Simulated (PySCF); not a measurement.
C₆H₆Cl₄GeSi, SMILES c1c[c](ccc1[SiH2]Cl)[Ge]([Cl])([Cl])[Cl] (GFN2-xTB optimised geometry):

```
18

Si     3.385    -0.384     0.000
Cl     4.084     1.162    -1.082
C      1.493    -0.354    -0.019
C      0.770     0.552    -0.790
C     -0.614     0.552    -0.784
C     -1.301    -0.361     0.000
C     -0.599    -1.274     0.772
C      0.783    -1.266     0.758
Ge    -3.305    -0.361     0.000
Cl    -4.094    -1.372     1.709
Cl    -4.086    -1.339    -1.735
Cl    -4.084     1.629     0.000
H      3.862    -1.629    -0.598
H      3.857    -0.244     1.377
H      1.295     1.270    -1.402
H     -1.160     1.265    -1.386
H     -1.135    -1.986     1.384
H      1.322    -1.980     1.363
```

Computed with CAM-B3LYP/def2-SVP run with PySCF.

Problem. What are the frontier orbital energies and the dipole moment?

Solution. HOMO-2 -10.11 eV, HOMO-1 -9.22 eV, HOMO -9.19 eV, LUMO -0.36 eV, LUMO+1 0.10 eV; dipole moment 2.37 D.

Meta-Löwdin charges at CAM-B3LYP/def2-SVP: Si1 0.70, Cl2 -0.27, C3 -0.22, C4 -0.09, C5 -0.09, C6 -0.16, C7 -0.09, C8 -0.09, Ge9 0.84, Cl10 -0.25, Cl11 -0.25, Cl12 -0.25, H13 -0.11, H14 -0.11, H15 0.11, H16 0.11, H17 0.11, H18 0.10.
